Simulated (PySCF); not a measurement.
# Calculated properties of `[SiH3]C1=CP=C([SiH3])C=P1`

Species: C4H8P2Si2.
Cartesian coordinates in Å at the GFN2-xTB level; atoms count from 1:
```xyz
16
C4H8P2Si2 angstrom
Si     3.445   -0.172   -0.279
C      1.554   -0.109   -0.114
C      0.922   -0.819    0.879
P     -0.763   -0.933    1.293
C     -1.554    0.099    0.122
Si    -3.445    0.183    0.279
C     -0.923    0.801   -0.878
P      0.762    0.915   -1.292
H      3.783   -0.491   -1.666
H      3.987    1.140    0.081
H      3.951   -1.201    0.633
H      1.556   -1.415    1.533
H     -4.026   -0.961   -0.428
H     -3.799    0.141    1.697
H     -3.900    1.431   -0.339
H     -1.556    1.399   -1.531
```

Structural features include: Si–H bond and C–Si bond.

**GFN2-xTB geometry**

| Item | Value |
| --- | --- |
| Rotational constants A, B, C of the GFN2-xTB geometry | 2.470, 0.564, 0.464 GHz |

**CAM-B3LYP/def2-SVPD ground state and vertical TDDFT (core frozen in the response) (PySCF)**

| Quantity | Value |
| --- | --- |
| Dipole moment | 0.02 D |
| HOMO energy | -8.08 eV |
| LUMO energy | -1.57 eV |
| HOMO–LUMO gap | 6.51 eV |
| Lowest singlet excitation | 4.15 eV (299 nm, f = 0.104) |
| Strongest line among the 8 lowest singlet transitions | S1 at 4.15 eV (299 nm, f = 0.104) |
| Lowest triplet excitation (Tamm–Dancoff) | 2.33 eV |
| Static isotropic polarisability | 153.5 au |
| Electronic spatial extent ⟨r²⟩ about the centre of nuclear charge | 2330 bohr² |

From PBE0/pcSseg-1 ground state and GIAO shieldings, non-relativistic (PySCF):

| Item | Value |
| --- | --- |
| Lowest Hirshfeld atomic charge | -0.14 e on C2/C5 |
| Highest Hirshfeld atomic charge | +0.30 e on Si1/Si6 |
| 13C chemical shifts (computed TMS as zero) by class | 173.8 (C2/C5), 172.3 (C3/C7) ppm |
| 1H chemical shifts (computed TMS as zero) by class | 10.17 (H12/H16), 4.87 (H9/H10/H11/H13/H14/H15) ppm |
| Isotropic shieldings of nuclei other than C and H, by class | 407 (Si1/Si6), 41 (P4/P8) ppm |
| Mayer bond orders between heavy atoms | Si1–C2 0.83, C2–C3 1.50, C3–P4 1.31, P4–C5 1.28, C5–Si6 0.83, C5–C7 1.49, C7–P8 1.32, P8–C2 1.27 |

Monoisotopic mass from the formula: 173.9640 u.

The principal polarisabilities are 99.2, 152.9 and 208.2 au; their mean is the isotropic value. The rotational constants make it an asymmetric top with κ = (2B − A − C)/(A − C) = -0.90, nearer the prolate limit (−1). The largest Löwdin shares of the LUMO are 0.27 on P8, 0.27 on P4, 0.12 on C2 and 0.11 on C5. The largest Löwdin shares of the HOMO are 0.25 on P8, 0.25 on P4, 0.12 on C5 and 0.11 on C2. S1 lies 2.36 eV below the HOMO–LUMO gap; its leading configuration is HOMO→LUMO, weight 0.66. No computed singlet falls in the visible range (750 to 380 nm, 1.65 to 3.26 eV); S1 lies 0.89 eV above its blue end. With B = h/(8π²I), that is 505.379 GHz u Å² over I, the principal moments of inertia are 204.6, 895.5 and 1088.5 u Å² (most abundant isotopes); the inertial defect Ic − Ia − Ib is -11.6 u Å² (zero for a rigid planar frame, negative otherwise).

Geometry: GFN2-xTB; no solvent or vibrations. GFN2-xTB frequencies show an imaginary mode (22i cm⁻¹), so this geometry is no minimum at that level. NMR classes are plain means over equivalent atoms (diastereotopic ones count apart unless rotation or inversion swaps them), as if these changed places fast; in this geometry the members of some classes differ.

For the NMR shielding job (PBE0/pcSseg-1), on one thread, Intel Xeon Platinum 8259CL at 2.50 GHz (x86_64) (shared host), this took 74 s wall (grids of density and orbitals included) and 0.95 GiB of memory at its peak.
